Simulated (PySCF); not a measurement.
# SeNI3, singlet: molecular constants

Method: PySCF, PBE, basis Se def2-SVP, N def2-SVP, I def2-SVP with ECP28 (scalar-relativistic core potentials, no spin–orbit coupling, density fitting).

The structure is a minimum.

| Property | Result |
| --- | --- |
| Point group | C3v |
| Bond lengths | Se–I 2.728 Å (×3), Se–N 1.623 Å |
| Bond angles | I–Se–I 98.5° (×3), I–Se–N 119.0° (×3) |
| Dipole moment | 1.74 D |
| Heat capacity Cp at 298.15 K | 98.6 J/(mol K) |
| Principal polarisabilities | 106.5, 168.3, 168.3 bohr³ |
| Rotational symmetry number | 3 |
| Principal quadrupole moments (Buckingham, traceless) about the centre of mass | -8.36, 4.18, 4.18 D Å |
| Zero-point energy | 12.4 kJ/mol |
| Lowest empty level | -6.25 eV |
| Entropy at 298.15 K and 1 bar | 425.4 J/(mol K) |
| Highest occupied level | -6.72 eV |
| Rotational constants | 0.01297, 0.01297, 0.007771 cm⁻¹ |
| Atomisation energy without zero-point energy | 712 kJ/mol |
| Enthalpy at 298.15 K above 0 K | 24.45 kJ/mol |

Harmonic modes (masses in u: Se 79.917, N 14.003, I 126.904):
| symmetry | ω (cm⁻¹) | IR (km/mol, summed over degenerate members) | type |
| --- | --- | --- | --- |
| e | 53 | 0.1 | bend |
| a1 | 73 | 0.0 | bend |
| e | 131 | 13.0 | mixed |
| a1 | 159 | 2.5 | mixed |
| e | 213 | 82.4 | bend |
| a1 | 1052 | 11.2 | stretch |

In C3v the vibrations span 3e + 3a1.

Charges (e):
```json
{"atom": "Se1", "Mulliken": "0.27", "Löwdin": "0.47", "polar tensor": "1.29", "Mayer order to Se1": "–"}
{"atom": "N2", "Mulliken": "-0.24", "Löwdin": "-0.34", "polar tensor": "-0.31", "Mayer order to Se1": "2.08"}
{"atom": "I3,4,5", "Mulliken": "-0.01", "Löwdin": "-0.04", "polar tensor": "-0.33", "Mayer order to Se1": "0.57"}
```

Mulliken populations on Se1: s 7.79, p 15.58, d 10.35.

Outer orbital energies (eV). occupied: -7.41, -7.41, -7.38, -7.23, -7.23, -6.76, -6.76, -6.72; empty: -6.25, -3.73, -3.73, -0.78.

Counting electrons, selenium keeps none of its valence electrons outside its bonds, so the VSEPR class is AX4 and the expected shape is tetrahedral; with unlike ligands the computed point group is C3v.

Other isomers or separated fragments may lie lower.

The final relaxation and frequency run took 65 s on 4 threads of a shared Arm Neoverse V2 host, with 124 basis functions and 12 gradients; the process peaked at 1.4 GiB. Launch command: `OMP_NUM_THREADS=4 python axn.py task.json out`.
